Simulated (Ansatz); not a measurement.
```xyz
11

Si   -1.316   -0.660   -1.179
Al    0.720    0.682   -1.444
S     1.945    1.221    0.284
Si    0.845    0.271    1.851
H    -2.109   -0.237    0.009
H    -2.190   -0.543   -2.380
H    -0.975   -2.101   -1.005
H     1.272    1.223   -2.826
H     0.380   -1.078    1.436
H     1.761    0.139    3.010
H    -0.335    1.082    2.245
```

The species carries charge 0 and has multiplicity 1.

(1) List the PBE/def2-TZVPP orbital energies in eV (the Gaussian-basis code of Ansatz). (Estimate.)

Results:

(1) The calculation gave: Occupied: -2395.61, -1780.22, -1779.48, -1507.22, -208.60, -154.70, -154.63, -154.59, -137.93, -137.27, -107.46, -94.70, -94.64, -94.63, -94.00, -94.00, -93.99, -69.56, -69.37, -69.31, -17.79, -13.33, -13.14, -10.14, -9.09, -8.98, -8.53, -8.50, -8.30, -7.46, -6.69, -6.62. Lowest empty: -2.66, -1.23, -0.92, -0.62, -0.11, 0.29, 0.35, 0.53.
